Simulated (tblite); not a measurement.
Compound: C₅H₁₃OPSi₂.
SMILES with atom numbers: `[O:1]=[CH:2][CH2:3][Si@@H:4]1[CH2:5][CH2:6][CH2:7][SiH2:8][PH:9]1` (hydrogens: H10 on C2; H11, H12 on C3; H13 on Si4; H14, H15 on C5; H16, H17 on C6; H18, H19 on C7; H20, H21 on Si8; H22 on P9)

Computed with GFN2-xTB (tblite), gas phase: L-BFGS steps from a force-field or distance-geometry start until the largest atomic force falls under 0.01 eV/Å.

Step 85: E = -744.1990 eV
```
atom  x, y, z in Å  |  force x, y, z in eV/Å
O1     -4.1055   -0.5049   -1.1352    0.102  -0.014   0.174
C2     -3.5877   -0.4634   -0.0498   -0.025  -0.017  -0.104
C3     -2.4665    0.4141    0.3416   -0.020   0.029  -0.002
Si4    -0.8388   -0.6263    0.3601   -0.044   0.022  -0.011
C5      0.4524    0.3609    1.3843   -0.020   0.003  -0.008
C6      1.4104    1.1897    0.5238   -0.006   0.011  -0.001
C7      2.5455    0.3528   -0.0630    0.001   0.018   0.027
Si8     2.0087   -1.0225   -1.2856   -0.010   0.015  -0.009
P9     -0.1882   -1.0640   -1.7312    0.009   0.051   0.004
H10    -3.9176   -1.1415    0.7672    0.002   0.029  -0.065
H11    -2.6314    0.8029    1.3456    0.010  -0.020  -0.064
H12    -2.3801    1.2377   -0.3692    0.029  -0.040   0.073
H13    -1.1046   -1.9120    1.0244    0.008   0.007   0.018
H14    -0.0655    1.0256    2.0775    0.008   0.009  -0.005
H15     1.0415   -0.3249    1.9946   -0.018   0.015  -0.003
H16     0.8601    1.6795   -0.2843   -0.027  -0.010  -0.019
H17     1.8457    1.9869    1.1335    0.013  -0.008   0.041
H18     3.1039   -0.0914    0.7645   -0.001   0.006  -0.041
H19     3.2388    1.0242   -0.5753   -0.027  -0.017   0.029
H20     2.7218   -0.8167   -2.5496   -0.015  -0.043  -0.027
H21     2.3165   -2.3336   -0.7080    0.018  -0.021  -0.015
H22    -0.2699    0.2463   -2.1692    0.012  -0.026   0.007
```

Step 86: E = -744.1997 eV
```
atom  x, y, z in Å  |  force x, y, z in eV/Å
O1     -4.0954   -0.5190   -1.1328    0.013  -0.004  -0.021
C2     -3.5875   -0.4605   -0.0461    0.042  -0.026   0.005
C3     -2.4657    0.4156    0.3407    0.009   0.006   0.006
Si4    -0.8406   -0.6269    0.3577   -0.023   0.001  -0.035
C5      0.4513    0.3569    1.3824   -0.031  -0.003  -0.007
C6      1.4077    1.1881    0.5230   -0.024   0.021   0.011
C7      2.5435    0.3553   -0.0661   -0.005   0.010   0.030
Si8     2.0123   -1.0238   -1.2855   -0.049   0.019  -0.008
P9     -0.1853   -1.0611   -1.7334    0.013   0.024   0.017
H10    -3.9264   -1.1237    0.7761   -0.014  -0.013   0.001
H11    -2.6261    0.8048    1.3428   -0.004   0.009   0.007
H12    -2.3781    1.2375   -0.3685    0.036   0.005   0.017
H13    -1.1039   -1.9134    1.0207    0.000   0.003   0.019
H14    -0.0663    1.0192    2.0772    0.001   0.026   0.007
H15     1.0375   -0.3315    1.9918    0.006   0.013  -0.003
H16     0.8544    1.6781   -0.2825   -0.024  -0.002  -0.027
H17     1.8412    1.9847    1.1348    0.018  -0.005   0.034
H18     3.1023   -0.0857    0.7604    0.029  -0.027   0.006
H19     3.2365    1.0269   -0.5764   -0.019   0.010   0.001
H20     2.7252   -0.8175   -2.5484   -0.005  -0.047  -0.039
H21     2.3162   -2.3345   -0.7050    0.023  -0.019  -0.016
H22    -0.2631    0.2496   -2.1660    0.009   0.000  -0.006
```

Step 87: E = -744.2002 eV
```
atom  x, y, z in Å  |  force x, y, z in eV/Å
O1     -4.0969   -0.5135   -1.1346    0.028  -0.006   0.008
C2     -3.5879   -0.4611   -0.0477    0.025  -0.024  -0.010
C3     -2.4667    0.4145    0.3431   -0.002   0.005   0.008
Si4    -0.8410   -0.6263    0.3583   -0.011   0.000  -0.021
C5      0.4512    0.3590    1.3820   -0.025   0.003  -0.001
C6      1.4081    1.1891    0.5216   -0.019   0.014   0.011
C7      2.5445    0.3543   -0.0641   -0.010   0.007   0.019
Si8     2.0121   -1.0229   -1.2860   -0.032   0.010  -0.004
P9     -0.1853   -1.0607   -1.7322    0.008   0.009   0.014
H10    -3.9266   -1.1293    0.7715   -0.005  -0.001  -0.012
H11    -2.6287    0.8008    1.3462   -0.003   0.004   0.003
H12    -2.3785    1.2388   -0.3633    0.032   0.003   0.017
H13    -1.1022   -1.9131    1.0224    0.000   0.008   0.015
H14    -0.0654    1.0229    2.0763    0.000   0.019   0.002
H15     1.0383   -0.3283    1.9920   -0.003   0.014  -0.006
H16     0.8553    1.6762   -0.2866   -0.013  -0.002  -0.012
H17     1.8416    1.9870    1.1323    0.008  -0.011   0.024
H18     3.1013   -0.0889    0.7630    0.020  -0.017   0.000
H19     3.2394    1.0248   -0.5732   -0.016   0.009   0.003
H20     2.7244   -0.8185   -2.5502   -0.010  -0.043  -0.030
H21     2.3175   -2.3342   -0.7064    0.018  -0.012  -0.019
H22    -0.2649    0.2485   -2.1676    0.010   0.011  -0.006
```

Step 88: E = -744.2009 eV
```
atom  x, y, z in Å  |  force x, y, z in eV/Å
O1     -4.0971   -0.4929   -1.1449    0.063  -0.010   0.074
C2     -3.5891   -0.4625   -0.0558   -0.011  -0.016  -0.050
C3     -2.4706    0.4089    0.3543   -0.023   0.002   0.014
Si4    -0.8415   -0.6245    0.3621    0.017  -0.007   0.008
C5      0.4504    0.3694    1.3794   -0.016   0.015   0.015
C6      1.4107    1.1919    0.5149   -0.012  -0.004   0.014
C7      2.5469    0.3489   -0.0602   -0.014   0.002  -0.004
Si8     2.0120   -1.0227   -1.2879   -0.001  -0.008   0.001
P9     -0.1857   -1.0617   -1.7271   -0.006  -0.021   0.005
H10    -3.9302   -1.1476    0.7500    0.017   0.022  -0.040
H11    -2.6384    0.7785    1.3632   -0.002  -0.003  -0.005
H12    -2.3801    1.2464   -0.3366    0.022  -0.008   0.014
H13    -1.0927   -1.9119    1.0307   -0.001   0.019   0.007
H14    -0.0658    1.0409    2.0674   -0.003   0.005  -0.006
H15     1.0365   -0.3128    1.9972   -0.016   0.022  -0.016
H16     0.8595    1.6709   -0.3003    0.010   0.003   0.014
H17     1.8454    1.9934    1.1212   -0.015  -0.020   0.003
H18     3.0960   -0.0991    0.7698    0.004  -0.006  -0.001
H19     3.2499    1.0142   -0.5649   -0.012   0.014   0.001
H20     2.7214   -0.8158   -2.5547   -0.022  -0.041  -0.011
H21     2.3210   -2.3365   -0.7131    0.012   0.004  -0.028
H22    -0.2689    0.2439   -2.1679    0.009   0.035  -0.010
```

Problem. Estimate the geometry and energy of step 89. (The exact step hangs on the optimiser's Hessian estimate; all steps are aligned on step 88, rigid shifts and turns removed.)

Solution. E = -744.2014 eV, largest force 0.090 eV/Å
```
atom  x, y, z in Å  |  force x, y, z in eV/Å
O1     -4.0951   -0.4827   -1.1508    0.063  -0.013   0.063
C2     -3.5890   -0.4632   -0.0607   -0.018  -0.008  -0.043
C3     -2.4726    0.4058    0.3604   -0.020  -0.003   0.017
Si4    -0.8415   -0.6238    0.3642    0.028  -0.009   0.022
C5      0.4493    0.3754    1.3781   -0.010   0.018   0.021
C6      1.4120    1.1933    0.5118   -0.008  -0.015   0.012
C7      2.5473    0.3460   -0.0588   -0.010  -0.005  -0.014
Si8     2.0114   -1.0231   -1.2890    0.016  -0.017   0.002
P9     -0.1862   -1.0629   -1.7241   -0.017  -0.027  -0.006
H10    -3.9323   -1.1561    0.7377    0.025   0.025  -0.041
H11    -2.6433    0.7655    1.3722   -0.004  -0.003   0.003
H12    -2.3802    1.2503   -0.3211    0.016  -0.007   0.006
H13    -1.0870   -1.9109    1.0360   -0.003   0.022   0.003
H14    -0.0671    1.0516    2.0612   -0.009   0.003  -0.004
H15     1.0341   -0.3035    2.0008   -0.018   0.021  -0.016
H16     0.8618    1.6688   -0.3064    0.021   0.010   0.025
H17     1.8484    1.9955    1.1162   -0.026  -0.019  -0.005
H18     3.0936   -0.1040    0.7720   -0.005  -0.004   0.004
H19     3.2541    1.0082   -0.5617   -0.009   0.021  -0.003
H20     2.7194   -0.8140   -2.5569   -0.029  -0.041  -0.001
H21     2.3226   -2.3385   -0.7176    0.010   0.012  -0.031
H22    -0.2701    0.2418   -2.1668    0.007   0.040  -0.011
```

The energy changes by -0.0005 eV. The first-order estimate −F·Δx gives -0.0006 eV and the mean of the old and new forces, exact on a quadratic surface, -0.0005 eV. The step makes an angle of 85° with the force vector and moves no atom by more than 0.017 Å.

What follows is the cost of the whole relaxation. The run took 13 s of wall time on one thread of an Intel Xeon at 2.50 GHz, shared host.
